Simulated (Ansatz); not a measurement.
# Nudged elastic band run: ClH₂InO₂

The input (input.yaml):

```yaml
crystal:
  periodic: [false, false, false]
  atoms:
    - { symbol: In, position_ang: [-0.175848, 0.268263, 0.156025] }
    - { symbol: O, position_ang: [1.515031, -0.195398, -0.749167] }
    - { symbol: O, position_ang: [-1.582439, -1.083132, 0.415597] }
    - { symbol: H, position_ang: [-1.359698, -1.944409, 0.065798] }
    - { symbol: Cl, position_ang: [-0.537154, 2.431275, 0.938035] }
    - { symbol: H, position_ang: [2.140108, 0.5234, -0.826385] }
basis:
  gaussian: { orbitals: def2-SVP }
hamiltonian:
  xc: { name: BHLYP }
neb:
  order_check: false
  images: 9
  f_tol: 0.05
  max_iterations: 60
  final_atoms:
    - { symbol: In, position_ang: [-0.93665155, 0.56812722, 0.54706081] }
    - { symbol: O, position_ang: [1.03543319, -0.50984024, -0.28005731] }
    - { symbol: O, position_ang: [-1.49682492, -1.16489964, 0.11602209] }
    - { symbol: H, position_ang: [0.34883263, -1.20720032, -0.36370625] }
    - { symbol: Cl, position_ang: [-0.44946089, 2.75776275, 1.09438347] }
    - { symbol: H, position_ang: [1.49867154, -0.44395078, -1.11379981] }
  initial_path:
    images:
      - { positions_ang: [[-0.175848, 0.268263, 0.156025], [1.515031, -0.195398, -0.749167], [-1.582439, -1.083132, 0.415597], [-1.359698, -1.944409, 0.065798], [-0.537154, 2.431275, 0.938035], [2.140108, 0.5234, -0.826385]] }
      - { positions_ang: [[-0.27133549, 0.35542554, 0.21754585], [1.45606663, -0.2821445, -0.66385871], [-1.50309769, -1.07783121, 0.33469915], [-1.07532001, -1.78925477, 0.003078], [-0.61777646, 2.50819805, 1.01767055], [2.01146302, 0.2856059, -0.90923183]] }
      - { positions_ang: [[-0.36682298, 0.44258807, 0.2790667], [1.39710226, -0.368891, -0.57855043], [-1.42375638, -1.07253042, 0.25380129], [-0.79094202, -1.63410055, -0.05964199], [-0.69839892, 2.58512109, 1.09730609], [1.88281803, 0.0478118, -0.99207866]] }
      - { positions_ang: [[-0.46231047, 0.52975061, 0.34058755], [1.3381379, -0.4556375, -0.49324214], [-1.34441507, -1.06722963, 0.17290344], [-0.50656403, -1.47894632, -0.12236199], [-0.77902138, 2.66204414, 1.17694164], [1.75417305, -0.18998229, -1.0749255]] }
      - { positions_ang: [[-0.55779796, 0.61691314, 0.40210841], [1.27917353, -0.542384, -0.40793386], [-1.26507376, -1.06192884, 0.09200558], [-0.22218604, -1.3237921, -0.18508199], [-0.85964384, 2.73896719, 1.25657719], [1.62552806, -0.42777639, -1.15777233]] }
      - { positions_ang: [[-0.65328544, 0.70407568, 0.46362926], [1.22020916, -0.6291305, -0.32262557], [-1.18573245, -1.05662805, 0.01110773], [0.06219195, -1.16863787, -0.24780199], [-0.9402663, 2.81589023, 1.33621273], [1.49688308, -0.66557049, -1.24061916]] }
      - { positions_ang: [[-0.70995867, 0.67688598, 0.48031557], [1.18325397, -0.60527244, -0.31411192], [-1.24795094, -1.07828237, 0.0320906], [0.11952009, -1.17635036, -0.27098284], [-0.84210522, 2.80426474, 1.28784688], [1.49724077, -0.62124655, -1.21525529]] }
      - { positions_ang: [[-0.76663189, 0.64969629, 0.49700188], [1.14629877, -0.58141439, -0.30559827], [-1.31016943, -1.09993669, 0.05307347], [0.17684822, -1.18406285, -0.29416369], [-0.74394414, 2.79263924, 1.23948103], [1.49759846, -0.5769226, -1.18989142]] }
      - { positions_ang: [[-0.82330511, 0.6225066, 0.51368819], [1.10934358, -0.55755634, -0.29708461], [-1.37238793, -1.121591, 0.07405634], [0.23417636, -1.19177534, -0.31734454], [-0.64578305, 2.78101375, 1.19111517], [1.49795615, -0.53259866, -1.16452755]] }
      - { positions_ang: [[-0.87997833, 0.59531691, 0.5303745], [1.07238839, -0.53369829, -0.28857096], [-1.43460642, -1.14324532, 0.09503922], [0.29150449, -1.19948783, -0.34052539], [-0.54762197, 2.76938825, 1.14274932], [1.49831385, -0.48827472, -1.13916368]] }
      - { positions_ang: [[-0.93665155, 0.56812722, 0.54706081], [1.03543319, -0.50984024, -0.28005731], [-1.49682492, -1.16489964, 0.11602209], [0.34883263, -1.20720032, -0.36370625], [-0.44946089, 2.75776275, 1.09438347], [1.49867154, -0.44395078, -1.11379981]] }
```

Run as:

```bash
$ ansatz run input.yaml --threads 2 --pin off --max-ram 3072MiB --backend cpu --events-out ev --progress --plain --runs-dir out
```

Output, in part (warnings, iteration lines, the closing report on the highest movable image, with atoms numbered from 0):

```
NEB end point (image 0): max|allowed force component| = 1.408e-2 eV/Å (the criterion of neb.relax_end_points is 1.000e-2)
NEB end point (image 10): max|allowed force component| = 2.864e-2 eV/Å (the criterion of neb.relax_end_points is 1.000e-2)
NEB iter   1: max|band force component| = 1.779e1 eV/Å  barrier→ = 2.9229 eV  barrier← = 0.9982 eV  Δτ_max = 0.2000 Å  (316 SCF iters)
NEB iter   2: max|band force component| = 2.607e0 eV/Å  barrier→ = 2.1548 eV  barrier← = 0.2302 eV  Δτ_max = 0.1978 Å  (312 SCF iters)
NEB iter   3: max|band force component| = 4.647e0 eV/Å  barrier→ = 2.3703 eV  barrier← = 0.4457 eV  Δτ_max = 0.0985 Å  (307 SCF iters)
NEB iter   4: max|band force component| = 3.157e0 eV/Å  barrier→ = 2.1914 eV  barrier← = 0.2668 eV  Δτ_max = 0.0974 Å  (300 SCF iters)
NEB iter   5: max|band force component| = 1.331e0 eV/Å  barrier→ = 2.0614 eV  barrier← = 0.1368 eV  Δτ_max = 0.0975 Å  (301 SCF iters)
NEB iter   6: max|band force component| = 1.948e0 eV/Å  barrier→ = 2.0694 eV  barrier← = 0.1448 eV  Δτ_max = 0.0490 Å  (297 SCF iters)
NEB iter   7: max|band force component| = 7.242e-1 eV/Å  barrier→ = 2.0634 eV  barrier← = 0.1387 eV  Δτ_max = 0.0975 Å  (292 SCF iters)
NEB iter   8: max|band force component| = 4.915e-1 eV/Å  barrier→ = 2.0388 eV  barrier← = 0.1141 eV  CI = image 8  Δτ_max = 0.0818 Å  (298 SCF iters)
NEB iter   9: max|band force component| = 4.974e-1 eV/Å  barrier→ = 2.0610 eV  barrier← = 0.1363 eV  CI = image 8  Δτ_max = 0.0421 Å  (289 SCF iters)
NEB iter  10: max|band force component| = 2.107e-1 eV/Å  barrier→ = 2.0481 eV  barrier← = 0.1235 eV  CI = image 8  Δτ_max = 0.0849 Å  (295 SCF iters)
NEB iter  11: max|band force component| = 2.472e-1 eV/Å  barrier→ = 2.0459 eV  barrier← = 0.1213 eV  CI = image 8  Δτ_max = 0.0423 Å  (301 SCF iters)
NEB iter  12: max|band force component| = 1.637e-1 eV/Å  barrier→ = 2.0447 eV  barrier← = 0.1200 eV  CI = image 8  Δτ_max = 0.0425 Å  (294 SCF iters)
NEB iter  13: max|band force component| = 1.431e-1 eV/Å  barrier→ = 2.0443 eV  barrier← = 0.1197 eV  CI = image 8  Δτ_max = 0.0842 Å  (297 SCF iters)
NEB iter  14: max|band force component| = 1.391e-1 eV/Å  barrier→ = 2.0443 eV  barrier← = 0.1196 eV  CI = image 8  Δτ_max = 0.1653 Å  (285 SCF iters)
NEB iter  15: max|band force component| = 1.864e-1 eV/Å  barrier→ = 2.0442 eV  barrier← = 0.1196 eV  CI = image 8  Δτ_max = 0.0847 Å  (280 SCF iters)
NEB iter  16: max|band force component| = 1.642e-1 eV/Å  barrier→ = 2.0442 eV  barrier← = 0.1196 eV  CI = image 8  Δτ_max = 0.0427 Å  (271 SCF iters)
NEB iter  17: max|band force component| = 1.204e-1 eV/Å  barrier→ = 2.0442 eV  barrier← = 0.1196 eV  CI = image 8  Δτ_max = 0.0427 Å  (259 SCF iters)
NEB iter  18: max|band force component| = 1.003e-1 eV/Å  barrier→ = 2.0442 eV  barrier← = 0.1196 eV  CI = image 8  Δτ_max = 0.0426 Å  (260 SCF iters)
NEB iter  19: max|band force component| = 1.931e-1 eV/Å  barrier→ = 2.0442 eV  barrier← = 0.1196 eV  CI = image 8  Δτ_max = 0.0213 Å  (251 SCF iters)
NEB iter  20: max|band force component| = 1.019e-1 eV/Å  barrier→ = 2.0442 eV  barrier← = 0.1196 eV  CI = image 8  Δτ_max = 0.0425 Å  (248 SCF iters)
NEB iter  21: max|band force component| = 8.582e-2 eV/Å  barrier→ = 2.0442 eV  barrier← = 0.1196 eV  CI = image 8  Δτ_max = 0.0426 Å  (257 SCF iters)
NEB iter  22: max|band force component| = 9.005e-2 eV/Å  barrier→ = 2.0442 eV  barrier← = 0.1196 eV  CI = image 8  Δτ_max = 0.0213 Å  (256 SCF iters)
NEB iter  23: max|band force component| = 8.591e-2 eV/Å  barrier→ = 2.0442 eV  barrier← = 0.1196 eV  CI = image 8  Δτ_max = 0.0425 Å  (234 SCF iters)
NEB iter  24: max|band force component| = 7.262e-2 eV/Å  barrier→ = 2.0442 eV  barrier← = 0.1196 eV  CI = image 8  Δτ_max = 0.0842 Å  (251 SCF iters)
NEB iter  25: max|band force component| = 2.284e-2 eV/Å  barrier→ = 2.0442 eV  barrier← = 0.1196 eV  CI = image 8  Δτ_max = 0.0000 Å  (501 SCF iters)
Total energy: -21811.34569803 eV, -801.5521701413 hartree
Atom 0 at    -0.772628     0.576609     0.504839 Å, force     0.000002    -0.000002    -0.000007 eV/Å
Atom 1 at     1.007319    -0.514321    -0.273737 Å, force     0.000004    -0.000002     0.000005 eV/Å
Atom 2 at    -1.232078    -1.211409     0.027829 Å, force    -0.000003    -0.000004     0.000007 eV/Å
Atom 3 at     0.086973    -1.171214    -0.303442 Å, force    -0.000002     0.000009    -0.000005 eV/Å
Atom 4 at    -0.576209     2.778910     1.142833 Å, force     0.000000    -0.000001     0.000001 eV/Å
Atom 5 at     1.486623    -0.458576    -1.098419 Å, force    -0.000001    -0.000000     0.000000 eV/Å
Dipole moment:     0.211360     0.485257    -0.156527 e Å
```

It converged. The profile has 2 maxima (images 2, 8) with wells between them (image 3): this band takes more than one step, which may be the mechanism or a detour left from its start path. A vibrational analysis at the climbing image gives one clearly imaginary mode, 1122i cm⁻¹: a first-order saddle point. The orbitals stay closed-shell, which can raise the energy where a bond breaks towards radicals; this wasn't checked here.

Final band (atoms are numbered from 1 in the order of the input):

| image | path coordinate (Å) | energy (kJ/mol) | O3–H4 (Å) | O2–H4 (Å) |
| --- | --- | --- | --- | --- |
| 0 | 0.00 | 0.0 | 0.96 | 3.46 |
| 1 | 0.47 | 5.3 | 0.96 | 3.38 |
| 2 | 0.94 | 12.0 | 0.96 | 3.51 |
| 3 | 1.41 | 10.4 | 0.95 | 3.68 |
| 4 | 1.88 | 12.4 | 0.96 | 3.31 |
| 5 | 2.35 | 28.6 | 0.96 | 2.80 |
| 6 | 2.82 | 58.2 | 0.97 | 2.21 |
| 7 | 3.29 | 113.3 | 1.01 | 1.66 |
| 8 | 3.76 | 197.2 | 1.36 | 1.13 |
| 9 | 3.99 | 188.5 | 1.65 | 1.01 |
| 10 | 4.22 | 185.7 | 1.91 | 0.98 |

The run took 6.3 min on 2 threads of AMD EPYC 7R43 64-Core Processor (Zen 3), on a shared host, peak memory 0.19 GiB.
